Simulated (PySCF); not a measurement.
F4Si, SMILES F[Si-](F)(F)F (connectivity only; charge and spin as stated), charge -1, multiplicity 2. Atoms are numbered in the order given.

```xyz
5

Si     0.0000     0.0000     0.3022
F      1.3164     0.0000    -0.7235
F     -1.3164     0.0000    -0.7235
F      0.0000     1.7050     0.4884
F      0.0000    -1.7050     0.4884
```
Charge -1, spin multiplicity 2.

Geometry optimised at PBE0-D3(BJ)/def2-SVPD.

Level of theory: B3LYP/pcH-1 (PySCF).

Unrestricted Kohn–Sham, ⟨S²⟩ = 0.751. Hyperfine tensors hold the contact and dipolar terms, without spin-orbit corrections.

**Question.** Estimate the hyperfine couplings. (The exact figures need the calculation; the answer reports its results.)

**Answer.** 
```
nucleus     A(iso) (MHz)  A(iso) (G)  dipolar principal values (MHz)
----------  ------------  ----------  ------------------------------
29Si no. 1       -1348.9      -481.3               -89.4, 41.3, 48.1
19F no. 2          196.3        70.1             -63.3, -63.2, 126.5
19F no. 3          196.3        70.1             -63.3, -63.2, 126.5
19F no. 4          847.7       302.5           -221.1, -206.0, 427.1
19F no. 5          847.7       302.5           -221.1, -206.0, 427.1
```

**Question.** And the g tensor (effective nuclear charges for spin-orbit coupling, GIAO)? (An estimate is asked for; the answer gives what the named calculation found.)

**Answer.** principal values 1.9991, 2.0010, 2.0020; isotropic 2.0007.
